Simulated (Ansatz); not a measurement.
This geometry of CH6Ge + ClH (10 atoms, charge 0, multiplicity 1) is a first-order saddle point.

Method: RKS PBE-D4/def2-mTZVP (Ansatz 0.2.0).

```xyz
10
Properties=species:S:1:pos:R:3
Ge 0.152 -0.130 -0.297
H -0.545 -0.199 1.438
H 1.578 0.120 -0.840
C -0.841 1.569 -0.431
H -1.891 1.450 -0.135
H -0.377 2.337 0.203
H -0.796 1.917 -1.474
H -0.605 -1.342 -0.868
Cl 1.559 -1.722 1.392
H 0.136 -0.775 1.635
```

Question: Which two structures does it join? (They come from a converged band through this point; their orientation in space is the band's.)

Answer: Bonds broken: Ge1–H2, Cl9–H10. Bonds formed: Ge1–Cl9, H2–H10. CH6Ge + ClH becomes CH5ClGe + H2.

Initial state:

```xyz
10
Properties=species:S:1:pos:R:3
Ge 0.012 0.167 -0.369
H -0.003 -0.249 1.139
H 1.490 0.403 -0.764
C -1.074 1.788 -0.613
H -2.112 1.607 -0.305
H -0.672 2.616 -0.016
H -1.072 2.088 -1.670
H -0.550 -1.027 -1.178
Cl 1.500 -2.588 2.474
H 0.852 -1.582 1.926
```

Final state:

```xyz
10
Properties=species:S:1:pos:R:3
Ge 0.680 0.098 -0.710
H -1.727 -1.421 1.936
H 1.718 0.527 -1.777
C -0.602 1.513 -0.280
H -1.301 1.167 0.491
H -0.071 2.397 0.095
H -1.172 1.795 -1.176
H 0.004 -1.238 -1.103
Cl 1.832 -0.320 1.114
H -0.992 -1.295 2.034
```

Question: How far does it lie above each of them?

Answer: 141.8 kJ/mol above the first and 209.1 kJ/mol above the second. This is the barrier of this one path; another mechanism may lie lower. The orbitals stay closed-shell, which can raise the energy where a bond breaks towards radicals; this wasn't checked here.

The run took 3.4 min on 2 threads of Arm Neoverse V1 (shared host), peak memory 0.19 GiB.
